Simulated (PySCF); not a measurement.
Isomers C6H13NSi:

A. `InChI=1S/C6H13NSi/c8-7-6-2-4-1-5(4)3-6/h4-7H,1-3H2,8H3/t4-,5+,6+`
B. SMILES CCC/N=C\C(=C)[SiH3]
C. `C=C(C)[C@H]1C[Si@H](N)C1`

Spectrum 1. 1H NMR (400 MHz, computed): δ 5.35 (m, 1H), 5.21 (br s, 1H), 5.00 (br s, 1H), 2.40 (m, 1H), 2.02 (m, 2H), 1.98 (s, 3H), 1.63 (m, 2H), 0.69 (br s, 2H). 13C{1H} NMR (computed): δ 173.0 (C), 114.4 (CH2), 35.2 (CH2), 34.8 (CH), 29.3 (CH3).

Spectrum 2. 1H NMR (400 MHz, computed): δ 4.58 (s, 3H), 3.62 (m, 1H), 2.61 (m, 2H), 1.21 (m, 2H), 1.01 (m, 1H), 0.83 (m, 2H), -0.23 (m, 1H), -0.55 (br s, 1H). 13C{1H} NMR (computed): δ 68.5 (CH), 46.5 (CH2), 25.3 (CH2), 20.5 (CH).

Spectrum 3. 1H NMR (400 MHz, computed): δ 8.41 (s, 1H), 6.20 (br s, 1H), 5.92 (br s, 1H), 4.19 (s, 3H), 3.82 (t, 2H), 1.77 (m, 2H), 0.74 (t, 3H). 13C{1H} NMR (computed): δ 168.5 (CH), 149.4 (C), 140.3 (CH2), 57.0 (CH2), 27.4 (CH2), 14.6 (CH3).

[PySCF 2.14: shieldings: GIAO PBE0/pcSseg-1; coordinates at the GFN2-xTB level; averaged over atoms made equivalent by symmetry, fast rotation or ring inversion; no solvent; one conformer; no relativistic terms]

References, each an isolated molecule treated in the same way: TMS for 1H (σ = 31.72 ppm), 13C (σ = 186.93 ppm). Where no couplings were computed, multiplicities follow the n + 1 count of equivalent neighbours, and m marks all less simple cases (inequivalent or close neighbours, rings, F or P nearby). Shifts are as computed. Against solution values, carbons near 30 ppm lie about +3 ppm off and those near 130 ppm about +5 ppm. Of 1211 compounds with measured shifts, 218 miss one by over three times the rms of a fit or turn the order of signals round; such compounds aren't used in these exercises. OH and NH positions are gas-phase values without hydrogen bonding to other molecules.

**Question.** Which spectrum belongs to which compound?

**Answer.** 1–C, 2–A, 3–B.

- Spectrum 1 (C): 5 13C signals; δC 114.4 is a terminal =CH2 carbon; δC 34.8 is an allylic sp3 CH.
- Spectrum 2 (A): 4 13C signals; δC 68.5 is an sp3 CH bonded to N; δC 46.5 is an sp3 CH2 in a ring.
- Spectrum 3 (B): 6 13C signals; δC 149.4 is a fully substituted alkene carbon; δC 140.3 is a terminal =CH2 carbon.
